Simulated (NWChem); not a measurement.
System: KOH; SMILES [OH][K]

The following NWChem deck was run.

```
start job
memory heap 200 mb stack 700 mb global 900 mb
geometry units angstroms noautosym nocenter noautoz
  K     -0.106184    -0.819317     0.000000
  O      0.219907     1.387245     0.000000
  H      0.360833     2.341621     0.000000
end
basis spherical
  K library 6-31+g*
  O library 6-31+g*
  H library 6-31+g*
end
dft
  xc hfexch
  iterations 150
end
tddft
  cis
  nroots 6
  notriplet
end
task tddft energy
```

All runs use the structure optimised with B3LYP/6-31G* (spherical d).

Vertical excitations in the gas phase.

Task: Predict the main results of this run. (Hartree-Fock/6-31+G* (spherical d), CIS.) Quantities: lowest excitation, singlet (eV); oscillator strength of that lowest state; lowest state with f > 0.02, singlet (eV); oscillator strength of that bright state; orbital gap (eV).

Result: 
| Quantity | Result |
|---|---|
| lowest excitation, singlet (eV) | 5.15 |
| oscillator strength of that lowest state | 0.030 |
| lowest state with f > 0.02, singlet (eV) | 5.15 |
| oscillator strength of that bright state | 0.030 |
| orbital gap (eV) | 8.44 |
